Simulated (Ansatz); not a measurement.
Consider the redistribution: `[F][Ti]([Cl])([Cl])[Cl]` + `C[SiH2]S[SiH](Cl)Cl` → `C[SiH2][S][Ti]([Cl])([Cl])[Cl]` + `F[SiH](Cl)Cl`.

Computed with Ansatz on PBE0-D4/def2-TZVP structures; ΔE is electronic, products minus reactants. CBS: MP2 limit from def2 TZ/QZ plus the TZ coupled-cluster correction, frozen cores. For Ti outer-core shells are correlated without core-valence functions, which leaves a few kJ/mol of doubt a bond. Scalar relativity is left out up to krypton. Each species was taken in one conformer, which may not be the lowest.

`[F][Ti]([Cl])([Cl])[Cl]`:

```xyz
5

F    -0.259   -0.118    1.792
Ti   -0.012   -0.005    0.082
Cl   -1.673    1.058   -0.813
Cl    1.831    1.064   -0.305
Cl    0.113   -1.998   -0.756
```

`C[SiH2]S[SiH](Cl)Cl`:

Z-matrix (Å, degrees):
```
C
Si 1 1.860
H 1 1.091 2 111.5
H 1 1.094 2 109.1 3 119.4
H 1 1.091 2 110.9 3 -121.0
S 2 2.163 1 113.2 3 67.5
H 2 1.483 1 111.5 3 -55.9
H 2 1.484 1 111.6 3 -178.4
Si 6 2.101 2 102.5 1 -52.9
Cl 9 2.047 6 112.2 2 -40.4
Cl 9 2.047 6 112.4 2 80.3
H 9 1.473 6 108.5 2 -160.7
```

`C[SiH2][S][Ti]([Cl])([Cl])[Cl]`:

Z-matrix (Å, degrees):
```
Si
S 1 2.168
Ti 1 3.441 2 39.1
C 1 1.860 2 113.3 3 47.9
H 1 1.483 2 107.3 3 -76.4
H 1 1.485 2 102.9 3 167.8
Cl 3 2.179 1 99.0 2 110.9
Cl 3 2.178 1 78.5 2 -141.2
Cl 3 2.168 1 141.3 2 -29.7
H 4 1.092 1 110.9 2 52.5
H 4 1.091 1 111.8 2 -68.8
H 4 1.094 1 108.7 2 171.8
```

`F[SiH](Cl)Cl`:

Z-matrix (Å, degrees):
```
Si
F 1 1.581
Cl 1 2.024 2 108.4
Cl 1 2.024 2 108.4 3 119.6
H 1 1.467 2 109.1 3 -120.2
```

```tsv
species	CCSD(T)/def2-TZVPP energy (Eh)
`[F][Ti]([Cl])([Cl])[Cl]`	-2328.04146
`C[SiH2]S[SiH](Cl)Cl`	-1937.11457
`C[SiH2][S][Ti]([Cl])([Cl])[Cl]`	-2956.14362
`F[SiH](Cl)Cl`	-1309.02468
```

(1) Work out ΔE.

Largest T1 diagnostic among the species: 0.024, so the coupled-cluster value is less sure than usual.

## Answers

(1) ΔE = (-2956.14362) + (-1309.02468) − (-2328.04146) − (-1937.11457) = -0.01227 Eh = -32.2 kJ/mol. CCSD(T)/CBS gives -35.9 kJ/mol.

From PBE to PBE0 (25 % exact exchange), in def2-TZVPP and without D4, ΔE moves by −4.7 kJ/mol. In def2-TZVPP, CCSD(T) changes the Hartree–Fock value by −15.0 kJ/mol (the triples alone add −8.5 kJ/mol) and MP2 by −31.7 kJ/mol.
